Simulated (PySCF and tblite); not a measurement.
Results of a calculation; reference values are marked as such.
2 diastereomers of C4H9FGeO, numbered alike:

```json
{"isomer": "A", "SMILES": "[F:1][C@H:2]1[CH2:3][CH2:4][C@H:5]([GeH3:6])[O:7]1", "descriptors (one enantiomer)": "2S, 5S"}
{"isomer": "B", "SMILES": "[F:1][C@@H:2]1[CH2:3][CH2:4][C@H:5]([GeH3:6])[O:7]1", "descriptors (one enantiomer)": "2R, 5S"}
```

Protocol: conformer search, at most 4 conformers an isomer, GFN2-xTB geometries, energies PBE0/pcSseg-1 (IEF-PCM, water) (D3(BJ) added where defined), weights at 298.15 K with GFN2-xTB thermal terms. Programs: PySCF with density fitting and tblite.

Problem. Rank the isomers by free energy at 298.15 K.

Solution. 
```json
{"isomer": "A", "ΔG (kcal/mol)": "0.0", "ΔE, lowest conformer": "0.0", "conformers": "2", "largest weight %": "82", "rms dipole (D)": "2.89"}
{"isomer": "B", "ΔG (kcal/mol)": "3.1", "ΔE, lowest conformer": "1.9", "conformers": "1", "largest weight %": "100", "rms dipole (D)": "3.35"}
```

ΔG is for one enantiomer.
